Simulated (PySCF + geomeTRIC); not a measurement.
The multiplicity is imposed and other spin states were not computed.

These are BP86-D3(BJ)/def2-SVP run with PySCF + geomeTRIC values and carry that method's errors. fastk is a local helper that only speeds up exchange builds. No frequencies were computed at this level.

```python
import json, numpy as np
from pyscf import gto, dft
from fastk import lowrank_exchange
atoms = """
Mo     0.010126    -0.043092    -0.091624
O      1.831242     2.023042    -1.527389
C      1.150535     1.292341    -0.980909
O     -2.095337     0.181788    -2.364730
C     -1.335842     0.124983    -1.516853
O     -1.755049    -2.197455     1.283342
C     -1.124932    -1.382877     0.795437
O      2.145074    -0.358781     2.142427
C      1.351290    -0.213936     1.339707
O      1.399663    -2.292192    -1.681015
C      0.880554    -1.462511    -1.093906
C     -1.656773     1.358398     2.319009
O     -0.979441     1.710245     1.135462
C     -1.690199     2.677354     0.398715
H     -2.617564     0.870786     2.099511
H     -1.015550     0.672561     2.875741
H     -1.843538     2.253107     2.928540
H     -1.074406     2.960165    -0.456967
H     -1.875706     3.564761     1.019179
H     -2.653683     2.282488     0.045614
"""
def scf(charge, spin, dm0=None):
    mol = gto.M(atom=atoms, basis='def2-svp', ecp={'Mo': 'def2-svp'}, charge=charge, spin=spin, verbose=3, max_memory=15120)
    mf = dft.KS(mol, xc='bp86').density_fit(auxbasis="def2-universal-jkfit")
    mf.disp = 'd3bj'
    mf.grids.level = 3
    mf.conv_tol = 1e-8
    mf.max_cycle = 120
    mf.level_shift = 0.25
    mf.kernel(dm0)
    if not mf.converged:
        mf = mf.newton().run(mf.mo_coeff, mf.mo_occ).undo_soscf()
    return mf
mf = scf(0, 0)
from pyscf.geomopt.geometric_solver import kernel as optimize
path = []
done, mol = optimize(mf, maxsteps=120, assert_convergence=False, callback=lambda env: path.append((env["energy"], bool(env["g_scanner"].converged))))
res = dict(converged=bool(done and path[-1][1]), energy=path[-1][0], path=[e for e, c in path], xyz=mol.atom_coords(unit="Angstrom").tolist(), nao=mol.nao)
json.dump(res, open("result.json", "w"))
```

Output:

```
converged SCF energy = -789.63152067974
Geometry optimization cycle 1
converged SCF energy = -789.631520656472
cycle 1: E = -789.631520656  dE = -789.632  norm(grad) = 0.145867
Geometry optimization cycle 2
converged SCF energy = -789.64834244303
cycle 2: E = -789.648342443  dE = -0.0168218  norm(grad) = 0.043348
Geometry optimization cycle 3
converged SCF energy = -789.650826290315
cycle 3: E = -789.65082629  dE = -0.00248385  norm(grad) = 0.013283
Geometry optimization cycle 4
converged SCF energy = -789.650537512298
cycle 4: E = -789.650537512  dE = 0.000288778  norm(grad) = 0.0141332
Geometry optimization cycle 5
converged SCF energy = -789.651095825162
cycle 5: E = -789.651095825  dE = -0.000558313  norm(grad) = 0.00607344
Geometry optimization cycle 6
converged SCF energy = -789.651195836276
cycle 6: E = -789.651195836  dE = -0.000100011  norm(grad) = 0.00129348
Geometry optimization cycle 7
converged SCF energy = -789.651207298899
cycle 7: E = -789.651207299  dE = -1.14626e-05  norm(grad) = 0.00100444
Geometry optimization cycle 8
converged SCF energy = -789.651216825414
cycle 8: E = -789.651216825  dE = -9.52651e-06  norm(grad) = 0.00148213
Geometry optimization cycle 9
converged SCF energy = -789.651219541865
cycle 9: E = -789.651219542  dE = -2.71645e-06  norm(grad) = 0.00102555
Geometry optimization cycle 10
converged SCF energy = -789.651222507679
cycle 10: E = -789.651222508  dE = -2.96581e-06  norm(grad) = 0.000416216
Geometry optimization cycle 11
converged SCF energy = -789.651223069007
cycle 11: E = -789.651223069  dE = -5.61327e-07  norm(grad) = 0.000396102
Geometry optimization cycle 12
converged SCF energy = -789.651223366957
cycle 12: E = -789.651223367  dE = -2.9795e-07  norm(grad) = 0.000458612
Geometry optimization cycle 13
converged SCF energy = -789.651223762814
cycle 13: E = -789.651223763  dE = -3.95857e-07  norm(grad) = 0.000227594
Geometry optimization cycle 14
converged SCF energy = -789.651223699134
cycle 14: E = -789.651223699  dE = 6.36792e-08  norm(grad) = 0.000160723
<class 'geometric.internal.Distance'> : 19
<class 'geometric.internal.Angle'> : 18
<class 'geometric.internal.LinearAngle'> : 16
<class 'geometric.internal.OutOfPlane'> : 12
<class 'geometric.internal.Dihedral'> : 20
<class 'geometric.internal.TranslationX'> : 1
<class 'geometric.internal.TranslationY'> : 1
<class 'geometric.internal.TranslationZ'> : 1
<class 'geometric.internal.RotationA'> : 1
<class 'geometric.internal.RotationB'> : 1
<class 'geometric.internal.RotationC'> : 1
Step    0 : Gradient = 3.262e-02/5.772e-02 (rms/max) Energy = -789.6315206565
Step    1 : Displace = 9.341e-02/1.667e-01 (rms/max) Trust = 1.000e-01 (=) Grad = 9.693e-03/1.881e-02 (rms/max) E (change) = -789.6483424430 (-1.682e-02) Quality = 0.650
Step    2 : Displace = 4.794e-02/1.011e-01 (rms/max) Trust = 1.000e-01 (=) Grad = 2.970e-03/5.121e-03 (rms/max) E (change) = -789.6508262903 (-2.484e-03) Quality = 1.115
Step    3 : Displace = 6.088e-02/1.440e-01 (rms/max) Trust = 1.414e-01 (+) Grad = 3.160e-03/7.737e-03 (rms/max) E (change) = -789.6505375123 (+2.888e-04) Quality = -0.399
Step    4 : Displace = 2.905e-02/6.405e-02 (rms/max) Trust = 3.044e-02 (-) Grad = 1.358e-03/2.632e-03 (rms/max) E (change) = -789.6510958252 (-5.583e-04) Quality = 1.003
Step    5 : Displace = 1.075e-02/2.375e-02 (rms/max) Trust = 4.305e-02 (+) Grad = 2.892e-04/8.402e-04 (rms/max) E (change) = -789.6511958363 (-1.000e-04) Quality = 1.061
Step    6 : Displace = 4.123e-03/7.611e-03 (rms/max) Trust = 6.088e-02 (+) Grad = 2.246e-04/6.299e-04 (rms/max) E (change) = -789.6512072989 (-1.146e-05) Quality = 1.433
Step    7 : Displace = 1.492e-02/3.233e-02 (rms/max) Trust = 8.609e-02 (+) Grad = 3.314e-04/6.708e-04 (rms/max) E (change) = -789.6512168254 (-9.527e-06) Quality = 0.458
Step    8 : Displace = 6.938e-03/1.408e-02 (rms/max) Trust = 8.609e-02 (=) Grad = 2.293e-04/4.722e-04 (rms/max) E (change) = -789.6512195419 (-2.716e-06) Quality = 0.300
Step    9 : Displace = 2.328e-03/4.198e-03 (rms/max) Trust = 8.609e-02 (=) Grad = 9.307e-05/2.086e-04 (rms/max) E (change) = -789.6512225077 (-2.966e-06) Quality = 1.041
Step   10 : Displace = 3.805e-03/6.558e-03 (rms/max) Trust = 1.218e-01 (+) Grad = 8.857e-05/1.928e-04 (rms/max) E (change) = -789.6512230690 (-5.613e-07) Quality = 0.216
Step   11 : Displace = 1.906e-03/3.656e-03 (rms/max) Trust = 1.903e-03 (-) Grad = 1.025e-04/2.283e-04 (rms/max) E (change) = -789.6512233670 (-2.980e-07) Quality = 0.158
Step   12 : Displace = 1.013e-03/2.048e-03 (rms/max) Trust = 9.513e-04 (-) Grad = 5.089e-05/1.327e-04 (rms/max) E (change) = -789.6512237628 (-3.959e-07) Quality = 0.318
Step   13 : Displace = 9.552e-04/1.624e-03 (rms/max) Trust = 9.513e-04 (=) Grad = 3.594e-05/9.491e-05 (rms/max) E (change) = -789.6512236991 (+6.368e-08) Quality = -0.050
Converged! =D
```

Cost: roughly 30 core-minutes.
